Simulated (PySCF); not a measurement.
Se(Me)(SMe) (C2H6SSe), SMILES CS[Se]C.

Geometry: ωB97X-D3(BJ)/def2-SVP. The values are those of a single conformer.

Two levels are set side by side: PBE/def2-TZVP (PySCF) and M06-2X/def2-TZVP (PySCF). Same geometry, gas phase. Differences are taken from unrounded values.

```tsv
quantity	M06-2X
orbital gap (eV)	7.80
highest occupied level (eV)	-7.63
lowest empty level (eV)	0.17
dipole moment (D)	1.98
mean polarisability (bohr³)	71.2
```

### Question
What does PBE give, and how far is it from M06-2X? (Estimate from the structure and the level; the computed values follow.)

### Answer

| quantity | PBE | PBE minus M06-2X |
|---|---|---|
| orbital gap (eV) | 3.76 | -4.04 |
| highest occupied level (eV) | -5.37 | 2.26 |
| lowest empty level (eV) | -1.62 | -1.79 |
| dipole moment (D) | 1.91 | -0.07 |
| mean polarisability (bohr³) | 73.4 | 2.1 |

PBE's occupied levels lie high since its potential decays too fast outside the molecule; exact exchange lowers them and widens the gap. Differences between two approximate levels are no errors against the true value.

Rough cost on one machine, each run with all the roots and properties that it gave: M06-2X against PBE about 4 times.
